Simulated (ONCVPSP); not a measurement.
## Ar (Z = 18), ONCV: configuration errors across variants

- Element: argon
- Generator: ONCVPSP 4.0.1
- Type: optimised norm-conserving Vanderbilt (ONCV)
- Functional: PBE
- Relativity: scalar-relativistic
- Frozen core: [Ne]
- Valence charge: 8
- Reference configuration: 3s2 3p6
- Partial waves: 3s: rc 0.95 bohr, ncon 3, nbas 6, qcut 8.9 1/bohr, 3 projectors, debl 1.2 Ha; 3p: rc 0.95 bohr, ncon 5, nbas 8, qcut 8.1 1/bohr, 1 projector
- Local potential: polynomial inside 0.90 bohr (lpopt 4, dvloc0 0 Ha)
- Core correction: Teter function, fcfact 4, rcfact 1.35

All-electron excitation energies from the reference (eV): (1) 3s2 3p5 16.057; (2) 3s2 3p4 44.717; (3) 3s2 3p3 87.300; (4) 3s2 3p5.5 6.547.

5 further variants failed, have other tests or too few solved ones, and are left out.

A true bound ghost makes a file unfit for plane-wave use even where its test errors are small: the radial tests pick states by their node count and pass the ghost by.

Errors AE − PS in meV (a dash: test not solved or not reliable):

```tsv
change	(1)	(2)	(3)	(4)	bound ghosts	GHOST(+) flags above zero
base	+4.1	+25	+71	+0.7	s	s
s: qcut 6.9; p: qcut 6.3	+4.1	+25	+71	+0.7	s	s
s: qcut 7.5; p: qcut 6.8	+4.1	+25	+71	+0.7	s	s
s: qcut 8.4; p: qcut 7.7	+4.1	+25	+71	+0.7	s	s
```

(1) Give the same row for: s: qcut 5.9; p: qcut 5.4.

Results:

(1) +4.1, +25, +71, +0.7; bound ghosts: s; GHOST(+) flags above zero: s.
